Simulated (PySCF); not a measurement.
A structure optimised at PBE0-D3(BJ)/def2-SVP, used in a PySCF frequency run:

```
Ti
O 1 1.7875
H 2 0.9614 1 128.71
O 1 1.7875 2 109.89 3 106.40
H 4 0.9614 1 128.71 2 13.08
O 1 1.7875 2 108.63 3 -133.34
H 6 0.9614 1 128.71 2 -133.34
O 1 1.7875 2 109.89 3 -13.08
H 8 0.9614 1 128.71 2 -106.40
```

### Question
Write its SMILES, formula and point group.

### Answer
[OH][Ti]([OH])([OH])[OH], H₄O₄Ti, S4

### Question
What are its rotational constants (standard atomic weights)?

### Answer
3.3340, 3.3340, 3.2324 GHz
